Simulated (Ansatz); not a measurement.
Calculated with Ansatz (gas phase, PBE0-D4/def2-TZVP geometries, no zero-point term in ΔE). CCSD(T)/CBS adds triple-zeta CCSD(T) − MP2 to the extrapolated MP2 energy (def2 sets, frozen cores). DFT in def2-TZVPP. No spin–orbit coupling; open shells (•) take unrestricted orbitals. For Ga, Ge outer-core shells are correlated without core-valence functions, which leaves a few kJ/mol of doubt a bond. Scalar relativity is left out up to krypton. One conformer a species, not always the lowest.

Reaction (homolysis of the Ga–Ge bond): `C[O][GeH2][GaH2]` → `[GaH2]`• + `C[O][GeH2]`•

Problem. What is ΔE at CCSD(T)/CBS? (Estimate.)

Solution. The calculation gave: +72.4 kcal/mol.

Problem. What do these levels give: BLYP-D4, B97M-V, BHLYP-D4, CCSD/def2-SVP, CCSD/def2-TZVPP, CCSD/CBS(def2)? (Best estimate.)

Solution. The calculation gave: BLYP-D4 61.7, B97M-V 66.9, BHLYP-D4 65.7, CCSD/def2-SVP 63.8, CCSD/def2-TZVPP 67.8, CCSD/CBS(def2) 71.1 kcal/mol.

Largest T1 diagnostic among the species: 0.015.

Leaving LDA and LC-ωPBE aside and taking each functional with its dispersion term where it has one, the values, not all of them listed here, spread over 7.9 kcal/mol, from BLYP-D4 to ωB97X-V. LDA lies +10.9 kcal/mol from PBE without D4, its usual overbinding. From BLYP to BHLYP (50 % exact exchange), in def2-TZVPP and without D4, ΔE moves by +4.7 kcal/mol. The D4 term adds +3.1 kcal/mol with B3LYP and +1.7 kcal/mol with PBE0; it sums over pairs of atoms, weighted by their polarisabilities, and B3LYP, whose exchange is more repulsive, gets the larger term.

B3LYP here is the variant with VWN-RPA as its local correlation; programs differ in this.
